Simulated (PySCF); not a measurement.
# Gas-phase thermal properties of WOF4

Method: PySCF energies (xtb for GFN2) plus ideal-gas RRHO corrections (1 bar). All species are closed-shell singlets. W: scalar-relativistic def2 core potential, no spin-orbit coupling. The harmonic model lacks anharmonicity and excited electronic states, which grow with temperature; levels with a mode under 35 cm⁻¹ are left out. Soft modes under 120 cm⁻¹ make the harmonic entropy rough for WOF4.

| level | point group | σ | ZPE (kJ/mol) | S°298 (J/mol/K) | Cp298 (J/mol/K) | S°1000 (J/mol/K) | H1000 − H298 (kJ/mol) |
|---|---|---|---|---|---|---|---|
| GFN2-xTB | C4v | 4 | 24.6 | 357.6 | 112.0 | 507.5 | 88.1 |
| PBE/def2-SVP | C4v | 4 | 32.6 | 344.9 | 100.8 | 487.6 | 84.6 |
| PBE0/def2-TZVP | C4v | 4 | 33.9 | 341.5 | 99.5 | 483.1 | 84.1 |
σ: rotational symmetry number. Electronic degeneracy used: 1. Frequencies are unscaled.
